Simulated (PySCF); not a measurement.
# `CC=C=C=C=CC`, C7H8

Geometry (Å), atoms numbered from 1 in this order:
```xyz
15

C    -3.5403    0.4464    0.3598
C    -2.4594   -0.5855    0.2677
C    -1.1789   -0.3289    0.0854
C     0.0648   -0.0675   -0.0903
C     1.3088    0.1879   -0.2728
C     2.5889    0.4522   -0.4471
C     3.5794    0.6837    0.6517
H    -3.1382    1.4632    0.2580
H    -4.2968    0.2894   -0.4270
H    -4.0669    0.3738    1.3260
H    -2.7623   -1.6381    0.3599
H     2.9636    0.5083   -1.4789
H     4.0390    1.6817    0.5579
H     4.4002   -0.0506    0.5975
H     3.1098    0.6083    1.6415
```

Method used: PySCF, quadratic response CAM-B3LYP/aug-cc-pVDZ first hyperpolarisability, Taylor convention, gas phase. Geometry: PBE0-D3(BJ)/def2-SVP.

**Question.** Give the tensor of the static β(0;0,0) in the axes of these coordinates.

**Answer.** In au, Taylor convention; rows are the first index (the induced dipole):
```csv
,xx,yy,zz,xy,xz,yz
x,-8.6,+11.3,-4.8,+39.5,+38.4,+2.2
y,+39.5,-10.8,+2.4,+11.3,+2.2,+4.1
z,+38.4,+4.1,-13.2,+2.2,-4.8,+2.4
```
Norm of βᵢ = ⅓ Σⱼ (βᵢⱼⱼ + βⱼᵢⱼ + βⱼⱼᵢ): 42.7 au, hyper-Rayleigh value 33.1 au.
